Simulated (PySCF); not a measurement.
## Radial density of Kr+ (krypton, charge +1)

M06, [Ar] 3d10 4s2 4p5, 2P determinant. All numbers are calculated (PySCF 2.14, scalar relativity by spin-free X2C-1e, in aug-cc-pVQZ-DK).

| r (bohr) | 4πr²ρ (e/bohr) | 4πr²(ρα − ρβ) |
| --- | --- | --- |
| 0.000849 | 0.5167 | 0.0000 |
| 0.00143 | 1.251 | 0.0000 |
| 0.00240 | 2.951 | -0.0001 |
| 0.00404 | 6.690 | -0.0001 |
| 0.00680 | 14.14 | -0.0002 |
| 0.0114 | 26.47 | -0.0001 |
| 0.0192 | 40.29 | 0.0015 |
| 0.0323 | 44.39 | 0.0092 |
| 0.0544 | 37.10 | 0.0318 |
| 0.0915 | 45.41 | 0.0562 |
| 0.154 | 50.83 | 0.0166 |
| 0.259 | 29.86 | 0.0406 |
| 0.436 | 37.32 | 0.1361 |
| 0.733 | 16.71 | 0.0082 |
| 1.23 | 5.788 | 0.5917 |
| 2.07 | 3.071 | 0.4766 |
| 3.49 | 0.2694 | 0.0353 |
| 5.86 | 0.001914 | 0.0002 |

Densities and radii are taken from the X2C orbitals without a picture-change correction, which distorts them close to the nucleus.
